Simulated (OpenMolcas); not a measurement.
## Eu2+ in NaCl: curves along the breathing mode

Eu2+ with its 6 nearest chloride ions, on the Na site of NaCl (a = 5.64056 Å, distance in the model lattice 2.820 Å). The rest of the host is ab initio model potentials to 7.6 Å, with orthogonalisation functions on the cations behind the ligands, and point charges beyond; the distance is set by hand and nothing relaxes, and no local charge compensation is placed. Ligand basis ANO-RCC-VDZP.

```yaml
Program: OpenMolcas
Method: CASSCF
Basis: ANO-RCC-VDZP [7s6p4d2f1g]
Scalar_Hamiltonian: DKH2, point nucleus
Active_space: 7 electrons in 7 orbitals (4f)
State_averaging: 2S+1 = 8 odd, 1 root; 2S+1 = 6 odd, 21 roots kept (CI in the orbitals of an earlier block)
Spin-orbit_coupling: RASSI with atomic mean-field integrals over the reference wave functions
```

Spin-free energies (labels of O, the rotations of Oh) in cm-1 above the lowest fitted minimum, as all ligands move together:

```
R (Å)    8A1    6T1    6A1  6T1(2)    6T2    6A2  6T2(2)
2.701   1390  38290  40820   40840  40850  40910   40910
2.764     40  36990  39530   39550  39550  39610   39610
2.828    410  37400  39950   39960  39970  40020   40020
2.892   2320  39350  41900   41910  41920  41960   41970
2.955   5570  42630  45180   45190  45200  45240   45240
3.019  10180  47260  49820   49830  49830  49870   49880
3.082  15990  53080  55640   55650  55660  55690   55700
```

Cubic fits give the following; the wavenumber is harmonic, with the mass of all moving ligands, small differences in it between states hang on the degree of the fit, a number in brackets counts states of one label, and the table is a selection of at most 14 states with clean curves.

```csv
State,R0 (Å),Breathing mode (cm-1),Minimum (cm-1)
8A1,2.783,252,0
6T1,2.781,251,36970
6A1,2.781,251,39500
6T1(2),2.781,251,39520
6T2,2.781,251,39530
6A2,2.781,251,39580
6T2(2),2.781,251,39590
6E,2.781,251,39590
6T2(3),2.781,251,44370
6E(2),2.781,251,44410
```

For an f ion spin-orbit coupling outweighs the ligand field, so these spin-free curves are not those of observable levels.

No quartet enters the spin-orbit mixing, so the splitting and order within the octet and the sextets are unsound, and g values and χT are rough. No measured value stands beside these numbers.
